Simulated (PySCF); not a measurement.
## Partial charges of trimethylamine trimethylborane

Compound: trimethylamine trimethylborane, C6H18BN.
Numbering: `[CH3:1][B-:2]([CH3:3])([CH3:4])[N+:5]([CH3:6])([CH3:7])[CH3:8]` (hydrogens: H9, H10, H11 on C1; H12, H13, H14 on C3; H15, H16, H17 on C4; H18, H19, H20 on C6; H21, H22, H23 on C7; H24, H25, H26 on C8)

Structure used (PBE0-D3(BJ)/def2-SVP), in Å, numbered top down from 1:
```xyz
26
C6H18BN angstrom
C     -1.3069   -1.1008   -0.8855
B     -0.8067    0.0570    0.1387
C     -1.3246    1.5267   -0.3218
C     -1.2355   -0.2753    1.6703
N      0.9342    0.0802    0.0827
C      1.4477    1.2758    0.7680
C      1.3970    0.0999   -1.3129
C      1.4797   -1.1147    0.7440
H     -0.8825   -2.1058   -0.7068
H     -1.1637   -0.8655   -1.9547
H     -2.3956   -1.2144   -0.7469
H     -2.4214    1.4704   -0.4271
H     -1.1344    2.3332    0.4078
H     -0.9537    1.8732   -1.3039
H     -1.0346   -1.3126    1.9907
H     -0.8107    0.3975    2.4379
H     -2.3289   -0.1461    1.7412
H      2.5485    1.2427    0.8192
H      1.1362    2.1735    0.2233
H      1.0347    1.3191    1.7826
H      1.1144   -0.8359   -1.8068
H      0.9223    0.9343   -1.8423
H      2.4928    0.2159   -1.3491
H      1.0335   -2.0122    0.2998
H      1.2315   -1.0899    1.8104
H      2.5751   -1.1498    0.6241
```

Density: PBE0/pcSseg-1 (PySCF); schemes: Mulliken, IAO, Hirshfeld and ESP-fitted. Isolated species at its PBE0-D3(BJ)/def2-SVP geometry, gas phase.

Atoms with like bonding are taken together and averaged. At which atom do the 4 schemes differ most?

At N5: from -0.684 (Mulliken) to +0.304 e (ESP-fitted), 0.988 e apart.

Do the Mulliken, IAO, Hirshfeld and ESP-fitted schemes agree on where the charge is highest?

The schemes don't all agree: Mulliken B2 (+0.262); IAO H18 (×9) (+0.150); Hirshfeld B2 (+0.072); ESP-fitted B2 (+0.895).

Give the atomic charges in each scheme.

In e; atoms taken as equivalent share a row and are averaged (×n: the atom named and its like, n in all):

```tsv
atom	environment	Mulliken	IAO	Hirshfeld	ESP-fitted
C1/C3/C4	sp3 carbon bound to boron	-0.460	-0.541	-0.207	-0.698
B2	four-coordinate boron	+0.262	+0.122	+0.072	+0.895
N5	nitrogen bonded to B and 3 C	-0.684	-0.022	+0.046	+0.304
C6/C7/C8	N-methyl carbon	-0.103	-0.295	-0.047	-0.474
H9 (×9)	methyl hydrogen	+0.097	+0.118	+0.019	+0.101
H18 (×9)	methyl hydrogen	+0.137	+0.150	+0.053	+0.156
```

Mean size of the charges over all atoms: ESP-fitted 0.270 e, IAO 0.195 e, Mulliken 0.182 e, Hirshfeld 0.059 e. Each set sums to the total charge, 0, to within 0.002 e. The IAO scheme projects the occupied orbitals on a minimal set of polarised atomic orbitals and counts the electrons in each atom's part of it. The Mulliken scheme counts on each atom the diagonal of the density matrix times the overlap matrix over that atom's basis functions.

Some averages cover members that differ in this geometry: H9 (×9), ESP-fitted +0.086 to +0.127; H9 (×9), IAO +0.104 to +0.139; H18 (×9), Mulliken +0.115 to +0.148; H18 (×9), ESP-fitted +0.142 to +0.171 e.

Sum the charges by element, for elements with more than one atom.

| element | atoms | Mulliken | IAO | Hirshfeld | ESP-fitted |
| --- | --- | --- | --- | --- | --- |
| C | 6 | -1.687 | -2.509 | -0.762 | -3.515 |
| H | 18 | +2.109 | +2.408 | +0.646 | +2.316 |

How many electrons does the Hirshfeld scheme count on C4?

Its own charge is -0.207 e, so Z − q = 6.207.
